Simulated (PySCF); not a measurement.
Homolysis of single bonds, series allyl-X. Isolated molecules, 0 K electronic values unless said otherwise. One relaxed conformer stands for each flexible species; it need not be the lowest. Strings in code marks are SMILES.

These are PBE0-D4/def2-TZVP run with PySCF values and carry that method's errors. 

```csv
species,highest occupied spin orbital (eV)
"whole molecule (`C=CCO` (C–C–C–O torsion 123°, C–C–O–H torsion -56°))",–
radical fragment (`C=CC[O]` (C–C–C–O torsion 0°)),(withheld)
radical fragment (`[CH2]C#N`),-7.78
"whole molecule (`C=CCS` (C–C–C–S torsion 118°, C–C–S–H torsion -57°))",–
```

Q: What belongs in the gaps?

A: 
- radical fragment (`C=CC[O]` (C–C–C–O torsion 0°)), highest occupied spin orbital (eV): -7.67
